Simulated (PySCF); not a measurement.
# How methods differ on the excitation energy of Be

Be [He] 2s2 (1S) → Be [He] 2s1 2p1 (3P), as a difference of total energies. Calculation: PySCF 2.14, in cc-pVQZ (5s4p3d2f1g, 55 functions); the non-relativistic Hamiltonian (point nucleus). Correlated levels: valence: 1s2 frozen. The calculations carry no spin-orbit coupling.

| method | excitation energy (cm⁻¹) | error (cm⁻¹) |
| --- | --- | --- |
| UHF | 13072 | -8908 |
| LDA | 19376 | -2604 |
| PBE | 18584 | -3396 |
| PBE0 | 18435 | -3545 |
| r2SCAN | 17181 | -4799 |
| B97-3 | 19658 | -2323 |
| HSE06 | 18406 | -3574 |
| M06 | 20015 | -1966 |
| r2SCAN0 | 17563 | -4417 |
| MP2 (valence) | 18908 | -3072 |
| SCS-MP2 (valence) | 20612 | -1369 |

Reference: 21980 cm⁻¹ (measured; NIST levels, between the centres of gravity of the two terms).

Errors of the correlated levels include the incompleteness of this basis and the frozen core.

The basis was made for the ground configuration and has no added diffuse functions, so the excitation energy can come out too high.
